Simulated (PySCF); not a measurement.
C2H8FNSi2, SMILES C(/[SiH3])=C(/[SiH2]N)F. The structure is a stationary point at PBE-D3(BJ)/def2-SVP. The structure was generated by enumeration; whether it is a known compound was not checked. One conformer was computed; it need not be the lowest.

Computed equilibrium geometry at PBE-D3(BJ)/def2-SVP (PySCF confirms it by a frequency run) as Cartesian coordinates in Å (one conformer of several):
```xyz
14

N      2.5062    -1.0252     0.4340
Si     1.1475    -0.7102    -0.6089
C      0.1204     0.8425    -0.1933
F      0.8602     1.9852    -0.3331
C     -1.1637     0.9423     0.2141
Si    -2.3550    -0.4847     0.4970
H      3.3222    -0.4127     0.3508
H      2.3242    -1.2292     1.4206
H      0.1985    -1.8722    -0.5377
H      1.6931    -0.5078    -1.9924
H     -1.5378     1.9682     0.3971
H     -1.7928    -1.5050     1.4512
H     -3.6130     0.0823     1.0943
H     -2.7152    -1.1941    -0.7814
```
Charge 0, spin multiplicity 1.
